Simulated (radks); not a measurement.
All-electron atom: Cs2+ in [Kr] 4d10 5s2 5p4 7s1 (not the ground configuration). Method: scalar-relativistic Kohn-Sham, PBE, spin-unpolarised, spherical densities, finite nucleus; Fermi nuclear charge, rms radius 4.8041 fm; computed with a radial shooting solver on a logarithmic mesh with Libxc functionals.

Unscreened Slater integrals over Kohn-Sham orbitals (cm^-1).

| integral | value |
|---|---|
| F0(7s,7s) | 27514 |
| F0(7s,5p) | 36136 |
| G1(7s,5p) | 1524.2 |
| F0(7s,5s) | 36539 |
| G0(7s,5s) | 955.37 |
| F0(7s,4d) | 37942 |
| G2(7s,4d) | 808.36 |
| F0(5p,5p) | 102740 |
| F2(5p,5p) | 55861 |
| F0(5p,5s) | 109330 |
| G1(5p,5s) | 73516 |
| F0(5p,4d) | 127640 |
| F2(5p,4d) | 37076 |
| G1(5p,4d) | 11119 |
| G3(5p,4d) | 10637 |
| F0(5s,5s) | 117860 |
| F0(5s,4d) | 143460 |
| G2(5s,4d) | 17019 |
| F0(4d,4d) | 237290 |
| F2(4d,4d) | 120670 |
| F4(4d,4d) | 80434 |

Derived for the open shells (J is the average intra-shell exchange parameter used in DFT+U). 5p: J = F2/5 = 11170 cm^-1.
